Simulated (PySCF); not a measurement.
**Electric field gradients and quadrupole coupling constants**

C6H13NOSi.
Z-matrix (Å and degrees, GFN2-xTB geometry), rows numbered from 1:
```
C 
N   1  1.4286
C   2  1.2561  1  120.49
C   3  1.4760  2  122.01  1  -177.38
C   4  1.5339  3  111.78  2  -140.93
O   5  1.4054  4  113.92  3  -177.80
C   6  1.4079  5  114.86  4    73.38
C   7  1.5311  6  113.58  5   -72.64
Si  8  1.9017  7  109.86  6    55.84
H   1  1.0999  2  113.55  3    -1.69
H   1  1.0910  2  108.26  3   119.90
H   1  1.0909  2  108.36  3  -123.48
H   3  1.1048  2  122.41  1     0.41
H   4  1.0923  3  108.75  2   -20.63
H   5  1.1027  4  109.64  3   -54.20
H   5  1.0949  4  110.00  3    64.83
H   7  1.1016  6  109.75  5    50.50
H   7  1.0942  6  104.81  5   166.66
H   8  1.0888  7  108.83  6   179.09
H   8  1.0905  7  108.39  6   -64.57
H   9  1.4610  4  110.83  3   -76.76
H   9  1.4709  4  109.64  3    46.36
```

Field gradients from the PBE0/pcSseg-1 density (PySCF, non-relativistic), principal values in atomic units, ordered |Vxx| ≤ |Vyy| ≤ |Vzz|:

| atom | Vxx | Vyy | Vzz |
| --- | --- | --- | --- |
| N2 | 0.3909 | 0.6907 | -1.0815 |
| O6 | -0.0530 | -1.9380 | 1.9910 |

Question: Find the asymmetry η = (Vxx − Vyy)/Vzz and the couplings χ = eQV/h (234.96 MHz × Q in barn × V in au), with Q(14N) = 0.02044 b, Q(17O) = −0.0256 b.

Answer: 
```
atom          environment  nucleus     η  χzz (MHz)  χxx (MHz)  χyy (MHz)
  N2       imine nitrogen      14N  0.28      -5.19       1.88       3.32
  O6  cyclic ether oxygen      17O  0.95     -11.98       0.32      11.66
```

At O6 η is above 0.9: Vyy and Vzz are nearly equal in size and opposite in sign, so a small change could swap them and flip the sign of χzz. The tensor is traceless: Vxx + Vyy + Vzz = 0.

Question: What is Vzz at O6 in SI units (1 au = 9.71736 × 10²¹ V/m²)?

Answer: 1.9910 au = 19.347 × 10²¹ V/m².

Question: And the gradient at the other heavy atoms, for which no coupling is worked out here?

Answer: 
```csv
atom,environment,Vzz (au),η
C1,N-methyl carbon,0.205,0.03
C3,imine carbon,0.351,0.35
C4,sp3 carbon bound to silicon,-0.078,0.30
C5,sp3 carbon bound to oxygen,0.336,0.35
C7,sp3 carbon bound to oxygen,0.349,0.31
C8,sp3 carbon bound to silicon,-0.070,0.86
Si9,SiH2 silicon,0.151,0.71
```

Were the hydrogens deuterons (Q(2H) = 0.00286 b), χzz would run from 106 kHz (H22) to 213 kHz (H19).

Geometry: GFN2-xTB, one conformer, isolated molecule. GFN2-xTB bond lengths can be off by several hundredths of an ångström, more for odd bonds, and the gradients follow them. The basis is small and wasn't made for field gradients, so the couplings can be 20 % off.
